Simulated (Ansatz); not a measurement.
ZnMe(SiH3) (CH₆SiZn), relaxed as a singlet with RKS PBE-D4/def2-SVP in Ansatz, starting from the GFN2-xTB geometry. Force threshold 0.02 eV/Å.

Start:

```tsv
atom	x (Å)	y (Å)	z (Å)
Zn1	0.100	-0.192	0.056
C2	0.833	-1.951	0.868
H3	0.992	-1.868	1.942
H4	1.787	-2.247	0.436
H5	0.154	-2.788	0.720
Si6	-0.793	1.867	-0.838
H7	-0.952	1.897	-2.300
H8	0.010	3.065	-0.550
H9	-2.131	2.216	-0.335
```

```
step  energy (eV)  largest force component (eV/Å)  SCF passes
   1  -57408.3046                           1.533          25
   2  -57408.4655                           0.640          26
   3  -57408.4796                           0.108          27
   4  -57408.4800                           0.028          22
   5  -57408.4802                           0.002          27
```

Force components are those of the run's own axes.

End:

```xyz
9

Zn    0.092   -0.211    0.091
C     0.799   -1.873    0.835
H     0.966   -1.785    1.929
H     1.770   -2.143    0.368
H     0.099   -2.719    0.668
Si   -0.773    1.814   -0.809
H    -0.902    1.771   -2.314
H     0.098    3.007   -0.491
H    -2.149    2.139   -0.275
```

By distances, no bond broke or formed. The bond that changes most is Zn1–C2, from 2.07 to 1.95 Å (atoms count from 1).

No frequencies were taken in this run, so the end may be a saddle point.

Hardware: 4 threads of Intel Xeon 6975P-C on a shared host. Wall time 2.6 s.
